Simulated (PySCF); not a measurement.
Geometry:
| atom | x (Å) | y (Å) | z (Å) |
| --- | --- | --- | --- |
| C1 | -0.960 | 1.879 | 0.640 |
| O2 | -0.321 | 0.994 | -0.230 |
| C3 | -0.272 | -0.353 | 0.211 |
| Si4 | -1.891 | -1.282 | -0.217 |
| C5 | 0.940 | -1.002 | -0.450 |
| Si6 | 2.437 | 0.163 | -0.377 |
| H7 | -2.023 | 1.620 | 0.799 |
| H8 | -0.461 | 1.910 | 1.629 |
| H9 | -0.911 | 2.880 | 0.190 |
| H10 | -0.118 | -0.372 | 1.311 |
| H11 | -2.025 | -1.347 | -1.703 |
| H12 | -1.834 | -2.671 | 0.335 |
| H13 | -3.094 | -0.597 | 0.350 |
| H14 | 1.181 | -1.954 | 0.049 |
| H15 | 0.741 | -1.239 | -1.510 |
| H16 | 3.689 | -0.632 | -0.582 |
| H17 | 2.510 | 0.801 | 0.975 |
| H18 | 2.395 | 1.221 | -1.427 |

Geometry: PBE0-D3(BJ)/def2-SVP; GIAO absolute shieldings from PySCF, gas phase, non-relativistic, averaged over equivalent atoms.

At PBE0/pcSseg-1 (176 basis functions, 24 s wall time on 1 thread of an Arm Neoverse V1, shared host):
```csv
atoms,σ (ppm)
C3,115.0
C1,125.0
C5,167.8
O2,306.0
Si6,416.8
Si4,424.7
H16/H17/H18,27.41
H11/H12/H13,27.42
H7/H8/H9,27.95
H10,28.55
H15,29.99
H14,30.33
```

Task: What do these become at KT3/pcSseg-1?

Result: 
```json
{"atoms": "C3", "σ at KT3/pcSseg-1": "111.8", "change": "-3.2"}
{"atoms": "C1", "σ at KT3/pcSseg-1": "123.3", "change": "-1.7"}
{"atoms": "C5", "σ at KT3/pcSseg-1": "164.4", "change": "-3.4"}
{"atoms": "O2", "σ at KT3/pcSseg-1": "285.4", "change": "-20.6"}
{"atoms": "Si6", "σ at KT3/pcSseg-1": "430.7", "change": "+13.9"}
{"atoms": "Si4", "σ at KT3/pcSseg-1": "440.4", "change": "+15.7"}
{"atoms": "H16/H17/H18", "σ at KT3/pcSseg-1": "27.59", "change": "+0.18"}
{"atoms": "H11/H12/H13", "σ at KT3/pcSseg-1": "27.61", "change": "+0.19"}
{"atoms": "H7/H8/H9", "σ at KT3/pcSseg-1": "27.97", "change": "+0.02"}
{"atoms": "H10", "σ at KT3/pcSseg-1": "28.45", "change": "-0.10"}
{"atoms": "H15", "σ at KT3/pcSseg-1": "30.00", "change": "+0.01"}
{"atoms": "H14", "σ at KT3/pcSseg-1": "30.23", "change": "-0.10"}
```

The largest change is at O2 (ether oxygen). Cost: 176 basis functions, 36 s wall time on 1 thread of an Arm Neoverse V1, shared host. The order of the carbon signals is the same at both levels.
